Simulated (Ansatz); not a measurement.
Reaction (formal exchange of groups at the Si–Sn bond): `[NH2][SnH2][SiH2]O` + `C[SiH2]O` → `O[SiH2]C[SiH2]O` + `[NH2][SnH3]`

Computed with Ansatz on PBE0-D4/def2-TZVP structures; ΔE is electronic, products minus reactants. CCSD(T)/CBS adds triple-zeta CCSD(T) − MP2 to the extrapolated MP2 energy (def2 sets, frozen cores). This one scheme is used for every species. Functionals use def2-TZVPP. B3LYP here is the variant with VWN-RPA as its local correlation; programs differ in this. Elements past krypton have def2 core potentials. For Sn outer-core shells are correlated without core-valence functions, which leaves a few kJ/mol of doubt a bond. One conformer a species, not always the lowest.

`[NH2][SnH2][SiH2]O`:

Z-matrix (Å, degrees):
```
Sn
Si 1 2.573
N 1 2.081 2 90.1
H 1 1.711 2 120.1 3 110.1
H 1 1.711 2 120.0 3 -109.9
O 2 1.639 1 97.5 3 0.3
H 2 1.487 1 113.4 3 118.5
H 2 1.487 1 113.3 3 -117.9
H 3 1.013 1 113.0 2 -119.7
H 3 1.013 1 113.0 2 118.8
H 6 0.986 2 111.0 1 -0.2
```

`C[SiH2]O`:

```xyz
9

C    -0.914   -0.720   -0.152
Si    0.335    0.539    0.422
O     1.822    0.314   -0.261
H    -1.869   -0.563    0.357
H    -0.574   -1.735    0.066
H    -1.094   -0.643   -1.228
H     0.562    0.420    1.883
H    -0.179    1.905    0.112
H     1.912    0.483   -1.199
```

`O[SiH2]C[SiH2]O`:

Z-matrix (Å, degrees):
```
Si
C 1 1.875
O 1 1.643 2 110.3
H 1 1.484 2 111.3 3 118.3
H 1 1.492 2 107.8 3 -122.7
Si 2 1.853 1 113.2 3 58.9
H 2 1.096 1 109.1 3 179.8
H 2 1.095 1 108.8 3 -63.2
H 3 0.965 1 113.1 2 -40.7
O 6 1.666 2 105.6 1 -43.1
H 6 1.489 2 113.0 1 -162.7
H 6 1.489 2 110.9 1 75.8
H 10 0.958 6 117.9 2 -178.4
```

`[NH2][SnH3]`:

Cartesian coordinates in Å:
```
N 0.279 -0.723 1.025
Sn -0.035 0.322 -0.690
H 0.602 -0.141 1.788
H -0.549 -1.208 1.349
H 1.464 1.030 -1.086
H -0.529 -0.824 -1.851
H -1.232 1.543 -0.535
```

| level | ΔE (kcal/mol) | difference from CCSD(T)/CBS |
| --- | --- | --- |
| PBE-D4 | 5.0 | 3.1 |
| r2SCAN-D4 | 2.4 | 0.5 |
| ωB97X-V | 0.6 | -1.3 |
| ωB97M-V | 0.4 | -1.5 |
| B2PLYP | 1.9 | 0.0 |
| PBE | 5.5 | 3.6 |
| r2SCAN | 2.6 | 0.7 |
| B3LYP | 3.2 | 1.3 |
| HF/def2-TZVPP | -2.8 | -4.7 |
| SCS-MP2/def2-TZVPP | -0.2 | -2.1 |
| CCSD(T)/def2-TZVPP | 0.3 | -1.6 |
| HF/def2-QZVPP | -3.0 | -4.9 |
| MP2/def2-QZVPP | 1.4 | -0.5 |
| SCS-MP2/def2-QZVPP | 0.6 | -1.3 |
| HF/CBS(def2) | -3.0 | -4.9 |
| CCSD/CBS(def2) | 1.3 | -0.6 |
| CCSD(T)/CBS | 1.9 | 0 |

Largest T1 diagnostic among the species: 0.013.

In def2-TZVPP, CCSD(T) changes the Hartree–Fock value by +3.1 kcal/mol (the triples alone add +0.5 kcal/mol) and MP2 by +3.4 kcal/mol. The D4 term adds −0.7 kcal/mol with B3LYP and −0.4 kcal/mol with PBE0; it sums over pairs of atoms, weighted by their polarisabilities, and B3LYP, whose exchange is more repulsive, gets the larger term.
